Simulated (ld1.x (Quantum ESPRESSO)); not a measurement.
## Scattering properties, TM semilocal potential for O (Z = 8)

```
Element                 : oxygen (O)
Generator               : ld1.x (Quantum ESPRESSO) 7.5
Type                    : norm-conserving Troullier–Martins (semilocal form)
Functional              : PBE
Relativity              : scalar-relativistic
Frozen core             : [He]
Valence charge          : 6
Reference configuration : 2s2 2p4
Partial waves           : 2s (bound): rc 0.95 bohr; 3d channel at -0.15 Ry: rc 1.45 bohr; 2p (bound): rc 1.55 bohr
Local potential         : the p channel
Core correction         : none
```

The phase is arctan(r·u′/u) with u = r·R(r), unwrapped; energies in Ry, scanned from -4 to 5 Ry. A pole is an energy at which the radial function vanishes at the test radius. The pseudo phase is shifted by a multiple of π to meet the all-electron one at the reference energy, and phase errors are pseudo minus all-electron; the curves can meet again beyond the range given. Levels narrower than the energy grid can be missing from the lists of poles.

Task: For each channel, where are the poles, and over which energies does the pseudopotential scatter like the atom?

Result:

```tsv
channel	radius (bohr)	reference energy (Ry)	poles, all-electron	poles, pseudo	unbroken range about the reference energy with phases within 0.05 rad	phase error 1 Ry above the reference energy (rad)
s	1.69	-1.76	-0.67	-0.68	below 4.2	-0.000
p	1.69	-0.66	0.39	0.43	below 2.5	+0.009
d	1.69	-0.15	none	none	the whole range	+0.000
```

Phases in the s channel:

```json
{"E (Ry)": "-4.00", "all-electron": "1.149", "pseudo": "1.148"}
{"E (Ry)": "-3.52", "all-electron": "1.066", "pseudo": "1.065"}
{"E (Ry)": "-3.04", "all-electron": "0.908", "pseudo": "0.908"}
{"E (Ry)": "-2.56", "all-electron": "0.515", "pseudo": "0.514"}
{"E (Ry)": "-2.08", "all-electron": "-0.487", "pseudo": "-0.487"}
{"E (Ry)": "-1.60", "all-electron": "-1.202", "pseudo": "-1.202"}
{"E (Ry)": "-1.12", "all-electron": "-1.456", "pseudo": "-1.456"}
{"E (Ry)": "-0.64", "all-electron": "-1.577", "pseudo": "-1.578"}
{"E (Ry)": "-0.16", "all-electron": "-1.653", "pseudo": "-1.653"}
{"E (Ry)": "0.32", "all-electron": "-1.709", "pseudo": "-1.710"}
{"E (Ry)": "0.80", "all-electron": "-1.757", "pseudo": "-1.758"}
{"E (Ry)": "1.28", "all-electron": "-1.802", "pseudo": "-1.805"}
{"E (Ry)": "1.76", "all-electron": "-1.851", "pseudo": "-1.854"}
{"E (Ry)": "2.24", "all-electron": "-1.906", "pseudo": "-1.911"}
{"E (Ry)": "2.72", "all-electron": "-1.973", "pseudo": "-1.981"}
{"E (Ry)": "3.20", "all-electron": "-2.061", "pseudo": "-2.075"}
{"E (Ry)": "3.68", "all-electron": "-2.187", "pseudo": "-2.211"}
{"E (Ry)": "4.16", "all-electron": "-2.377", "pseudo": "-2.422"}
{"E (Ry)": "4.64", "all-electron": "-2.680", "pseudo": "-2.762"}
```
